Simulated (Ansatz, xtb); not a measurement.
## Ranking isomers of C3H4BrF3Si

3 gas-phase structures of C3H4BrF3Si, from a drawn sample of its isomers (lower ones may exist). Each was relaxed with GFN2-xTB; where two conformers were screened, the lower at r2SCAN-D4/def2-SVP is listed:

A. `C/C(F)=C\[Si](F)(F)Br`, a singlet
B. `F/C(=C(/[SiH3])Br)C(F)F`, a singlet
C. `F[C@@H]1C[Si@H](F)[C@@]1(F)Br`, a singlet

Which do you expect lowest at r2SCAN-D4/def2-SVP, and how would the others follow?

Calculated order at r2SCAN-D4/def2-SVP: A (0.0), C (377.0), B (551.1) kJ/mol.

Energies above the lowest of each column, in kJ/mol; the last columns are at B3LYP-D3(BJ)/def2-SVP geometries and were run for some of them only (a dash: not run or not comparable):

```tsv
structure	GFN2-xTB	HF/STO-3G	r2SCAN-D4/def2-SVP	B3LYP-D3(BJ)/def2-SVP	CCSD(T)/def2-SVP + ΔMP2/def2-TZVPP
A	0.0	0.0	0.0	0.0	0.0
C	301.8	170.4	377.0	374.7	391.5
B	453.7	301.2	551.1	–	–
```

Every level run on A puts it lowest or level with the lowest. Flexible structures stand in one conformer each, not always the lowest. A keeps a small imaginary mode. Frequencies (GFN2-xTB) were run for A, C alone. ΔMP2 is the change of the MP2 energy from the smaller to the larger basis.

Programs: Ansatz 0.2.0, xtb 6.7.1.
